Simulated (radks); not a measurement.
Problem. The mean radii <r> (bohr) of the occupied orbitals of an atom or ion are listed with their occupations. Method: scalar-relativistic Kohn-Sham, SCAN, spin-unpolarised, spherical densities, finite nucleus; meta-GGA in the generalised Kohn-Sham scheme; Fermi nuclear charge, rms radius of each element as measured or else 0.836 A^(1/3) + 0.57 fm; computed with a radial shooting solver on a logarithmic mesh with Libxc functionals.

orbital  occ.     <r>
1s          2  0.5766
2p          1   5.261

Name the element and its charge.

Solution. Z = 3, lithium, charge 0: Li in [He] 2p1. The 1s radius gives Z: for a bare nucleus <r> = (2 gamma + 1)/(2Z) with gamma = sqrt(1 - (Z/c)^2), 0.4999 bohr for Z = 3, and screening makes it slightly larger (0.5766 here). The occupations add up to 3, and the charge is Z minus that.
